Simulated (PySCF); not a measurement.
## A run with a changed setting

The sound run of Yb(NH2)3 (singlet in the valence; each metal's 4f electrons, 13 of them, lie in its core potential, out of spins and levels) uses PySCF 2.14.0, RKS BP86, Yb lcecp-1-SVP with ECP59, N def2-SVP, H def2-SVP; non-relativistic Hamiltonian with scalar-relativistic core potentials where named; density fitting; no spin-orbit coupling, grid (50, 194), threshold 1e-8 and 55 cycles at the relaxed geometry. This run, with dm0 from free metal ions and neutral atoms, differs:

```python
mol = gto.M(atom='''
Yb    -0.00390     0.01047    -0.03758
N      2.12623     0.00396    -0.23541
H      2.76964     0.80916    -0.24230
H      2.73247    -0.82494    -0.32348
N     -1.06335     1.85388     0.21627
H     -2.07758     1.97579     0.35641
H     -0.67454     2.80818     0.24165
N     -1.06382    -1.84828    -0.00319
H     -2.07803    -1.99211     0.11117
H     -0.66712    -2.79610    -0.08354''',
    basis={'Yb': 'lcecp-1-SVP', 'N': 'def2-SVP', 'H': 'def2-SVP'},
    ecp={'Yb': 'lcecp-1-SVP'},
    charge=0, spin=3)
mf = dft.UKS(mol, xc='B88,P86')
mf.grids.atom_grid = (50, 194)  # f atoms: unpruned, at least (60, 302)
mf = mf.density_fit()  # fitting sets: Yb AutoAux, N def2-universal-JKFIT, H def2-universal-JKFIT
mf.conv_tol = 1e-08; mf.max_cycle = 85
mf.kernel(dm0)
```

Task: What was changed, and how did it end?

Result: The spin was changed. The program refused it. The cycle limit differs too. These settings are unsound on purpose: the numbers aren't the compound's.
```
RuntimeError: Electron number 38 and spin 3 are not consistent
Note mol.spin = 2S = Nalpha - Nbeta, not 2S+1
```

Run from Python with OMP_NUM_THREADS=2; the lines above give its settings.

An lcecp potential fixes the number of 4f electrons, so in runs with it no electron can move into or out of that shell.
